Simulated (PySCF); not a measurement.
A calculated (UHF, PySCF 2.14, aug-cc-pwCVTZ-DK, the spin-free X2C one-electron Hamiltonian (Gaussian nucleus)) atom or ion has these occupied shells.

```json
{"shell": "1s β", "electrons": "1", "orbital energy (eV)": "-5515.4", "rms radius, mean of both spins (bohr)": "0.0767"}
{"shell": "1s α", "electrons": "1", "orbital energy (eV)": "-5515.4", "rms radius, mean of both spins (bohr)": "0.0767"}
{"shell": "2s α", "electrons": "1", "orbital energy (eV)": "-652.80", "rms radius, mean of both spins (bohr)": "0.332"}
{"shell": "2s β", "electrons": "1", "orbital energy (eV)": "-651.04", "rms radius, mean of both spins (bohr)": "0.332"}
{"shell": "2p α", "electrons": "3", "orbital energy (eV)": "-541.43", "rms radius, mean of both spins (bohr)": "0.303"}
{"shell": "2p β", "electrons": "3", "orbital energy (eV)": "-539.75", "rms radius, mean of both spins (bohr)": "0.303"}
{"shell": "3s α", "electrons": "1", "orbital energy (eV)": "-86.044", "rms radius, mean of both spins (bohr)": "1.03"}
{"shell": "3s β", "electrons": "1", "orbital energy (eV)": "-79.281", "rms radius, mean of both spins (bohr)": "1.03"}
{"shell": "3p α", "electrons": "3", "orbital energy (eV)": "-54.540", "rms radius, mean of both spins (bohr)": "1.12"}
{"shell": "3p β", "electrons": "3", "orbital energy (eV)": "-46.290", "rms radius, mean of both spins (bohr)": "1.12"}
{"shell": "3d α", "electrons": "4", "orbital energy (eV)": "-8.633", "rms radius, mean of both spins (bohr)": "1.78"}
{"shell": "4s α", "electrons": "1", "orbital energy (eV)": "-5.936", "rms radius, mean of both spins (bohr)": "4.06"}
```

(1) Name the element and its charge.

## Answers

(1) V (vanadium, neutral), in [Ar] 3d4 4s1, high-spin 6D determinant (an excited configuration).
